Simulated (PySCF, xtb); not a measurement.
InBr2, SMILES [Br][In][Br], multiplicity 2.

Harmonic wavenumbers (cm⁻¹) from GFN2-xTB (xtb) at its own minimum, in rising order: 39, 155, 176.

Q: What does PBE-D3(BJ)/def2-SVP (PySCF) give at its own minimum? (An estimate is asked for; the answer gives what the named calculation found.)

A: 50, 191, 236. Paired by order, the mean absolute difference is 36 cm⁻¹ and the zero-point energies are 0.5 and 0.7 kcal/mol.
